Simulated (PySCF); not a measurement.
All values below come from PBE-D3(BJ)/def2-TZVP // B3LYP-D3(BJ)/def2-TZVP (PySCF). All species are isolated molecules in the gas phase. One relaxed conformer stands for a flexible species; it need not be the lowest. Excitations are Tamm–Dancoff values on a coarser integration grid. The basis has no diffuse functions, so Rydberg states are missing or too high.

Reference species (SMILES): `[CH3][Ga]([CH3])[SH]` (C–Ga–S–H torsion 179°) (neutral, multiplicity 1).

* **LUMO**: -1.44 eV
* **T1 excitation (TDA)**: 4.36 eV

Changed species: `[CH3][Ga]([CH3])[CH3]` (0 of 3 CH3 replaced by SH; the reference has 1 of 3 CH3 replaced by SH).

Task: Give the shifts of the LUMO and T1 excitation (TDA).

Result: the LUMO increases by 0.09 eV, to -1.35 eV; the T1 excitation (TDA) rises by 0.29 eV, to 4.65 eV.
